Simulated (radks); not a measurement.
Values are calculated unless marked as measured or tabulated.
Initial-state core-level shifts of the hafnium ion Hf2+ when its valence configuration changes from [Xe] 4f14 5d2. Level of theory: scalar-relativistic Kohn-Sham, LDA (Slater exchange, Perdew-Wang correlation), spin-polarised, spherical densities, finite nucleus; open shells are filled with parallel spins first (spin-orbit coupling, left out, can overturn this in heavy ions); Fermi nuclear charge, rms radius 5.347 fm (a radial shooting solver on a logarithmic mesh with Libxc functionals). Shifts are changes of the shell-averaged eigenvalues in eV (positive: less bound); the change of the density at the nucleus, which sets a Mossbauer isomer shift, is in e/bohr^3, on a base of 1.277e+06.

| valence | 1s | 3s | 3d | 5s | density at nucleus |
|---|---|---|---|---|---|
| 4f13 5d2 6p1 | -12.841 | -14.684 | -14.565 | -8.609 | +65.0 |
| 4f13 5d3 | -8.475 | -10.268 | -10.133 | -4.277 | +58.4 |
| 4f14 5d1 6s1 | -2.722 | -2.775 | -2.791 | -2.782 | +95.7 |
| 4f12 5d4 | -17.547 | -21.400 | -21.111 | -8.439 | +123.1 |
| 4f14 5d1 6p1 | -4.164 | -4.202 | -4.218 | -4.203 | +5.7 |
| 4f13.5 5d2.5 | -4.159 | -5.021 | -4.956 | -2.152 | +28.3 |
| 4f13 5d2 6s1 | -11.424 | -13.278 | -13.160 | -7.220 | +162.0 |
| 4f14 6p2 | -8.478 | -8.547 | -8.584 | -8.494 | +13.6 |
| 4f14 6s2 | -5.721 | -5.817 | -5.852 | -5.782 | +201.6 |
